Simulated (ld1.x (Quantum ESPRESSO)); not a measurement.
# Ranking TM potentials for Sc

All share these settings but for the change named:

Sc, norm-conserving Troullier–Martins (Kleinman–Bylander form), made with ld1.x (Quantum ESPRESSO) 7.5 (BP86, scalar-relativistic). Core [Ne], reference 3s2 3p6 3d1 4s2 4p0. Waves: 3s (bound): rc 1.05 bohr; 3p (bound): rc 1.90 bohr; 3d (bound): rc 1.45 bohr. Local part: all-electron potential smoothed inside 1.20 bohr (lloc = -1). Core correction: none.

Occupied shells without a wave of their own: 4s. They enter only through the test configuration that unscreens the potential.

Test errors are all-electron minus pseudo excitation energies from the reference, over 3s2 3p6 3d1 4s1 4p0; 3s2 3p6 3d1 4s0 4p0; 3s2 3p6 3d0 4s0 4p0; 3s2 3p6 3d1 4s1.5 4p0; 3s2 3p6 3d0 4s2 4p0; 3s1 3p6 3d1 4s2 4p0; 3s2 3p6 3d1 4s0 4p1. None of these files shows a bound ghost.

The base gives 261.6 meV.

Of 9 variants that were run, those that failed, showed a ghost or another fault, or gave nearly equal values are left out.

A variant can come out equal or close to the base, since the largest error may sit in a test that the change hardly touches while other tests move.

Q: Rank these variants by their largest absolute test error, smallest first.
A. all radii scaled by about 1.15 (s 1.20, p 2.18, d 1.66 bohr); local potential all-electron potential smoothed inside 1.38 bohr (lloc = -1)
B. local potential the p channel
C. wave 3s (bound): rc 1.05 bohr becomes 3s (bound): rc 1.54 bohr
D. wave 3d (bound): rc 1.45 bohr becomes 3d (bound): rc 1.42 bohr
E. wave 3p (bound): rc 1.90 bohr becomes 3p (bound): rc 2.78 bohr

A: A (102.0 meV), B (221.6 meV), D (263.5 meV), E (320.4 meV), C (1089.7 meV).
